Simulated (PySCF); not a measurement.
## GaSn and its ions

UHF-SCS-MP2; basis Ga cc-pVDZ-PP with ECP10, Sn cc-pVDZ-PP with ECP28; scalar-relativistic core potentials; PySCF 2.14. Neutral (UHF): quartet (σ ↑, π ↑↑), Re = 2.692 Å, ωe = 185 cm⁻¹, De = 1.70 eV.

GaSn⁺ (UHF): triplet (σ ↑, π ↑), Re = 3.162 Å, ωe = 96.2 cm⁻¹, De = 0.81 eV to Ga⁺ + Sn. The energies at the minima are -471.78685 hartree for GaSn and -471.54586 for GaSn⁺.

Task: Work out the adiabatic ionisation energy, without and with harmonic zero-point energies (1 hartree = 27.2114 eV, 1 eV = 8065.5 cm⁻¹), and the change of the bond length.

Result: At UHF-SCS-MP2: 0.24099 hartree = 6.558 eV between the minima; the zero-point term (96.2 − 185.0)/2 cm⁻¹ = -0.006 eV makes it 6.552 eV. Re changes by +47.0 pm against the neutral. The electron leaves a π orbital, and the ion is left as a loose complex of an ion and an atom.

Correlated steps freeze 8 core orbitals. Correlated levels converge slowly with the basis: in double zeta they bind strong bonds too weakly, by up to about 1 eV, and carry superposition errors of some tenths. These are scalar-relativistic numbers at best; spin–orbit coupling would shift them, the dissociation energy most. For an ion De counts to the pair picked by the measured ionisation energies or electron affinities, which need not be the lowest pair at this level. States were picked by a PBE0 search and need not be the measured ground states.
